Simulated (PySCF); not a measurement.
C2H4N, multiplicity 2. Atoms are numbered in the order given.

```xyz
7

C     -0.0626     1.3134     0.0000
N      0.4565     0.2178     0.0000
C     -0.1440    -1.1103     0.0000
H     -1.1187     1.6272     0.0000
H      0.2006    -1.6518    -0.8810
H      0.2006    -1.6518     0.8810
H     -1.2381    -1.0667     0.0000
```
Charge 0, spin multiplicity 2.

Geometry: B3LYP-D3(BJ)/def2-TZVP. The isomer is the one that the SMILES or the coordinates give; other isomers of the formula were not compared.

Computed with TDA-CAM-B3LYP/def2-SVPD in PySCF 2.14.0.

Vertical excitations. 

Computed lowest excited states:
| state | energy (eV) | λ (nm) | f | main pairs |
|---|---|---|---|---|
| root 1 | 3.13 | 396 | 0.003 | α HOMO→LUMO 98 % |
| root 2 | 4.78 | 259 | 0.023 | α HOMO−1→LUMO 11 %, β HOMO→LUMO 81 % |
| root 3 | 5.06 | 245 | 0.001 | β HOMO−1→LUMO 90 % |
| root 4 | 5.48 | 226 | 0.027 | α HOMO→LUMO+1 84 % |
| root 5 | 5.82 | 213 | 0.002 | α HOMO−1→LUMO 39 %, β HOMO−1→LUMO+1 48 % |
| root 6 | 6.13 | 202 | 0.000 | α HOMO−2→LUMO 9 %, β HOMO→LUMO+1 83 % |
| root 7 | 6.32 | 196 | 0.035 | α HOMO→LUMO+2 79 % |
| root 8 | 7.25 | 171 | 0.001 | α HOMO−2→LUMO 82 %, β HOMO→LUMO+1 11 % |
| root 9 | 7.31 | 170 | 0.036 | α HOMO→LUMO+3 80 % |
| root 10 | 7.55 | 164 | 0.045 | α HOMO→LUMO+4 86 % |
Unrestricted roots are not spin-pure.
